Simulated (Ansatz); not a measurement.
Ansatz (a first-principles code) input (B3LYP-D3(BJ)/def2-TZVP):

Ansatz 0.2 input:
```yaml
crystal:
  periodic: [false, false, false]
  atoms:
    - {symbol: C, position_ang: [0.17110479, -1.87328539, -0.33231766]}
    - {symbol: C, position_ang: [-0.17699457, -0.44429355, -0.18392936]}
    - {symbol: O, position_ang: [0.90060243, 0.34773486, 0.26864150]}
    - {symbol: C, position_ang: [1.19423934, 0.17907375, 1.63051870]}
    - {symbol: O, position_ang: [-0.61135285, 0.04156210, -1.42472318]}
    - {symbol: C, position_ang: [-1.14527174, 1.34825157, -1.38299623]}
    - {symbol: H, position_ang: [-0.57123488, -2.54318497, -0.71512987]}
    - {symbol: H, position_ang: [1.19744663, -2.17784603, -0.29003995]}
    - {symbol: H, position_ang: [-1.01926949, -0.33842321, 0.55113382]}
    - {symbol: H, position_ang: [1.47017947, -0.85581868, 1.86020844]}
    - {symbol: H, position_ang: [0.33720413, 0.46010052, 2.25716634]}
    - {symbol: H, position_ang: [2.03403975, 0.83652709, 1.84461096]}
    - {symbol: H, position_ang: [-2.02477866, 1.39037733, -0.72833026]}
    - {symbol: H, position_ang: [-1.43614024, 1.58250422, -2.40452016]}
    - {symbol: H, position_ang: [-0.39975742, 2.06714767, -1.03452324]}
basis:
  gaussian:
    orbitals: def2-TZVP
hamiltonian:
  xc: b3lyp
  dispersion: d3bj
magnetization: {spin_polarized: true, initial_magnetization: 1}
relax: {f_tol: 0.002, max_steps: 150}
```

End of the output:

```
integrals: 0.17 GiB planned
1418 factors; their error is unknown
0.35 GiB of the device are held for the grids
1.32 GiB of device memory are held for the factors and their scratch space
mean field: 1.59 GiB planned
mean field -8389.95569966 eV, -308.3251850462 hartree, gradient 1.3e-5 eV, S^2 0.753940; 0 other end points of the search recorded, 0 dependent functions left out
the calculation of the forces begins
reference -8389.95600460 eV, -308.3251962527 hartree; 25, 24 occupied and 215, 216 virtual orbitals, 1418 factors
relax step  51: F+E_penalty+E_count = -8390.41221288 eV  Δ(F+E_penalty+E_count) = -1.244e-5 eV  max|allowed force component| = 3.453e-3 eV/Å  Δτ_max = 0.0031 Å  (36 SCF iters, accepted)
these checks for a lower state are left out or cut short: starts, cluster_reference, orbital_swaps, neighbouring_geometries, increment
integrals: 0.17 GiB planned
1418 factors; their error is unknown
0.35 GiB of the device are held for the grids
1.32 GiB of device memory are held for the factors and their scratch space
mean field: 1.59 GiB planned
mean field -8389.95565905 eV, -308.3251835539 hartree, gradient 1.3e-5 eV, S^2 0.753940; 0 other end points of the search recorded, 0 dependent functions left out
the calculation of the forces begins
reference -8389.95596397 eV, -308.3251947596 hartree; 25, 24 occupied and 215, 216 virtual orbitals, 1418 factors
relax step  52: F+E_penalty+E_count = -8390.41221540 eV  Δ(F+E_penalty+E_count) = -2.517e-6 eV  max|allowed force component| = 1.918e-3 eV/Å  Δτ_max = 0.0024 Å  (36 SCF iters, accepted)
integrals: 0.17 GiB planned
1418 factors; their error is unknown
0.35 GiB of the device are held for the grids
1.32 GiB of device memory are held for the factors and their scratch space
mean field: 1.59 GiB planned
mean field evaluation 384: about -8389.9557 eV, gradient 1.3e-5 eV
mean field -8389.95565905 eV, -308.3251835539 hartree, gradient 1.3e-5 eV, S^2 0.753940; 1 other end points of the search recorded, 0 dependent functions left out
the calculation of the forces begins
reference -8389.95596397 eV, -308.3251947596 hartree; 25, 24 occupied and 215, 216 virtual orbitals, 1418 factors
Total energy: -8390.41252032 eV, -308.3419728960 hartree
Atom 0 at     0.172938    -1.900390    -0.451196 Å, force    -0.000748    -0.000235     0.000553 eV/Å
Atom 1 at    -0.191158    -0.480313    -0.241247 Å, force     0.001623    -0.001918     0.000108 eV/Å
Atom 2 at     0.913351     0.272653     0.287844 Å, force    -0.000513     0.000188    -0.000315 eV/Å
Atom 3 at     1.068004     0.170083     1.688151 Å, force     0.000070    -0.000146     0.000243 eV/Å
Atom 4 at    -0.535012     0.071624    -1.468145 Å, force    -0.000230    -0.000253    -0.000420 eV/Å
Atom 5 at    -1.047239     1.393442    -1.389407 Å, force    -0.000323     0.001149    -0.000444 eV/Å
Atom 6 at     0.136616    -2.603445     0.367467 Å, force     0.000206     0.000493    -0.000272 eV/Å
Atom 7 at     0.627785    -2.189382    -1.387211 Å, force    -0.000076     0.000414     0.000265 eV/Å
Atom 8 at    -1.025229    -0.379414     0.476357 Å, force    -0.000054     0.000280    -0.000043 eV/Å
Atom 9 at     1.359958    -0.839195     1.998700 Å, force     0.000132     0.000150    -0.000104 eV/Å
Atom 10 at     0.144560     0.445211     2.214004 Å, force     0.000159    -0.000054     0.000113 eV/Å
Atom 11 at     1.857364     0.864094     1.971930 Å, force    -0.000162    -0.000064     0.000309 eV/Å
Atom 12 at    -1.917193     1.434437    -0.722523 Å, force     0.000177    -0.000001    -0.000096 eV/Å
Atom 13 at    -1.355511     1.668178    -2.396037 Å, force    -0.000058     0.000129     0.000131 eV/Å
Atom 14 at    -0.289217     2.092845    -1.032918 Å, force    -0.000202    -0.000132    -0.000027 eV/Å
Dipole moment:    -0.145007     0.038878     0.359611 e Å
```

It need not be the lowest isomer of its formula.
